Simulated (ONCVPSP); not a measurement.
Potentials for iron (Fe) compared

Generated with ld1.x 7.5 (TM, RRKJ, ultrasoft, PAW), atompaw 4.2 or ONCVPSP 4.0.1. The cutoff is in Ry: for ld1.x and atompaw files where the sum of valence levels is converged to 10 mRy in a Bessel basis, for ONCV files where the hardest occupied wave has 1 mHa per electron of residual kinetic energy. The error is the largest all-electron minus pseudo excitation energy over each file’s own four to seven test configurations (ionisations up to +4, promotions, holes and added fractions of an electron), all of which were solved. The labels leave out finer settings (local radius, basis sizes, second energies), which also bear on the numbers. Spin-polarised tests are not counted. The rows are a selection from randomly drawn settings: files with unsolved tests, undetermined cutoffs or missed reference levels are left out.

A true bound ghost makes a file unfit for plane-wave use even where its test errors are small: the radial tests pick states by their node count and pass the ghost by.

| potential | cutoff (Ry) | largest error (meV) | bound ghosts |
| --- | --- | --- | --- |
| ONCV, PBE, non-relativistic, rc 1.10/1.35/1.85 (spd), local smoothed, core correction yes, reference 3s2 3p6 3d7 4s1, qcut 12.5/10.4/6.8, projectors 2/2/2 | 113 | -120 | none |
| ONCV, Wu-Cohen, scalar-relativistic, rc 2.35/2.00/1.45 (spd), local smoothed, core correction yes, reference 3d6 4s1, qcut 3.3/4.6/12.3, projectors 2/2/1 | 105 | -688 | p |
| ONCV, PBE, scalar-relativistic, rc 1.15/1.05/1.35 (spd), local smoothed, core correction yes, reference 3s2 3p6 3d6 4s0.5, qcut 11.4/12.1/12.8, projectors 2/2/2 | 123 | +27 | none |

Question: Fill in the row for Fe: ONCV, PBE, scalar-relativistic, rc 1.15/1.15/1.00 (spd), local smoothed, core correction yes, reference 3s2 3p6 3d6 4s1 4p1, qcut 12.3/14.8/17.1, projectors 2/2/1.

Answer: cutoff 198 Ry, largest error -3.8 meV, bound ghosts: none.

Question: Fill in the row for Fe: ONCV, LDA (Perdew-Wang 92), scalar-relativistic, rc 1.25/0.85/1.75 (spd), local smoothed, core correction yes, reference 3s2 3p6 3d5, qcut 10.2/11.1/7.8, projectors 3/1/2.

Answer: cutoff 101 Ry, largest error +140 meV, bound ghosts: none.

Question: Fill in the row for Fe: ONCV, PBE, scalar-relativistic, rc 1.15/1.20/1.40 (spd), local smoothed, core correction no, reference 3s2 3p6 3d6 4s1.5, qcut 11.8/9.1/10.9, projectors 2/2/3.

Answer: cutoff 96 Ry, largest error +2.1 meV, bound ghosts: none.
